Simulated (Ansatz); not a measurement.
`C#CB[SiH2]C` and `C#CBCO` differ in one atom or group.

Ansatz, PBE0-D4/def2-TZVP geometries, multiplicity 1. Each molecule was computed in one conformer, which needn't be the lowest.

| property | `C#CB[SiH2]C` |
| --- | --- |
| HOMO–LUMO gap (PBE0/def2-TZVPP) / eV | 4.86 |
| LUMO energy (B3LYP/def2-TZVPP) / eV | -2.79 |
| HOMO energy (B3LYP/def2-TZVPP) / eV | -7.28 |
| LUMO energy (PBE/def2-TZVPP) / eV | -3.53 |
| LUMO energy (PBE0/def2-TZVPP) / eV | -2.62 |
| size of the dipole moment (ωB97M-V/def2-TZVPP) / D | 1.57 |

(1) What does the change do to each property? (Best estimate.)

## Answers

(1) Computed: 
```tsv
property	`C#CBCO`	shift
HOMO–LUMO gap (PBE0/def2-TZVPP) / eV	5.69	0.83
LUMO energy (B3LYP/def2-TZVPP) / eV	-2.39	0.40
HOMO energy (B3LYP/def2-TZVPP) / eV	-7.63	-0.35
LUMO energy (PBE/def2-TZVPP) / eV	-3.12	0.41
LUMO energy (PBE0/def2-TZVPP) / eV	-2.19	0.43
size of the dipole moment (ωB97M-V/def2-TZVPP) / D	1.82	0.25
```

With PBE0 the HOMO falls by 0.41 eV and the LUMO rises by 0.43 eV, so the gap widens by about 0.84 eV. PBE moves the HOMO by 0.09 eV and ωB97M-V by -0.72 eV. Dipoles are sizes alone; their direction can turn.

B3LYP here is the variant with VWN-RPA as its local correlation; programs differ in this.
